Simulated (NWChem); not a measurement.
# C$_{2}$H$_{4}$ClFSi; SMILES F/C([SiH3])=C\Cl

```xyz
9

F     -1.5040    -0.1936     0.0000
C     -0.1649    -0.4047     0.0000
Si     0.3447    -2.2183     0.0000
C      0.6734     0.6360     0.0000
Cl     0.1457     2.2914     0.0000
H     -0.1979    -2.8872     1.2091
H     -0.1979    -2.8872    -1.2091
H      1.8283    -2.2744     0.0000
H      1.7479     0.5045     0.0000
```
Atoms are numbered in this order, from 1.

Program: NWChem. Medium grid unless said otherwise, to which SCAN and Minnesota functionals are sensitive. Structure relaxed at the B3LYP/6-31G* (spherical d) level.

Task: Order these by “dipole (D)”, lowest first: CAM-B3LYP/def2-TZVP; M06-2X/def2-TZVP; Hartree-Fock/def2-TZVP; PBE/def2-TZVP; B3LYP/def2-TZVP.

Result: PBE/def2-TZVP (1.85), B3LYP/def2-TZVP (2.06), CAM-B3LYP/def2-TZVP (2.18), M06-2X/def2-TZVP (2.29), Hartree-Fock/def2-TZVP (2.47)
